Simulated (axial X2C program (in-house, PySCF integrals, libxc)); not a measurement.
## DyCl⁺: a free-ion multiplet in an axial field

Computed with an in-house all-electron X2C program for linear molecules (integrals from PySCF): two-component X2C with atomic mean-field Coulomb and Gaunt terms, basis Dy dyall-v3z, Cl dyall-v3z (cores contracted in-house). Orbitals come from Hartree–Fock averaged over the configuration Dy f10 s0; CI then distributes these electrons over the f, s shells of Dy.

R = 2.492 Å.

(1) Which level do Hund's rules give for f10, how many Ω levels does it split into, and what is its Landé factor?

The computed levels compare thus:

```json
{"Ω": "8", "energy (cm⁻¹)": "0", "g∥ computed": "19.92", "2gJΩ": "20.00"}
{"Ω": "7", "energy (cm⁻¹)": "66", "g∥ computed": "17.41", "2gJΩ": "17.50"}
{"Ω": "6", "energy (cm⁻¹)": "133", "g∥ computed": "14.90", "2gJΩ": "15.00"}
{"Ω": "5", "energy (cm⁻¹)": "191", "g∥ computed": "12.41", "2gJΩ": "12.50"}
{"Ω": "4", "energy (cm⁻¹)": "234", "g∥ computed": "9.92", "2gJΩ": "10.00"}
{"Ω": "3", "energy (cm⁻¹)": "263", "g∥ computed": "7.44", "2gJΩ": "7.50"}
{"Ω": "2", "energy (cm⁻¹)": "281", "g∥ computed": "4.96", "2gJΩ": "5.00"}
{"Ω": "1", "energy (cm⁻¹)": "290", "g∥ computed": "2.48", "2gJΩ": "2.50"}
{"Ω": "0", "energy (cm⁻¹)": "292", "g∥ computed": "0.00", "2gJΩ": "0.00"}
```

The 9 lowest levels are just these Ω; they span 292 cm⁻¹, the lowest has Ω = 8, and the next level lies at 3885 cm⁻¹. Departures of g∥ from 2gJΩ come from intermediate coupling and from mixing with the higher-lying level J − 1 of the term. The computed g∥ is the magnitude of 2⟨Lz + ge Sz⟩.

Dynamic correlation is missing, so gaps between terms are too wide and other configurations may lie lower; the lowest level listed is that of this model, not necessarily the ground state. At most 4 roots were kept for each Ω > 0 (twice that for Ω = 0) within 2.2 eV of the lowest, so higher up levels can be missing between those listed; levels with Ω > 0 are doubly degenerate and listed once, Ω = 0 levels singly. States that fill the shells left empty in the average are placed too high.

## Answers

(1) S = 2, L = 6, J = 8 (5I8). It gives Ω = 0 to 8, 9 levels. gJ = 3/2 + [S(S+1) − L(L+1)]/[2J(J+1)] = 1.250, so g∥ = 2gJΩ.
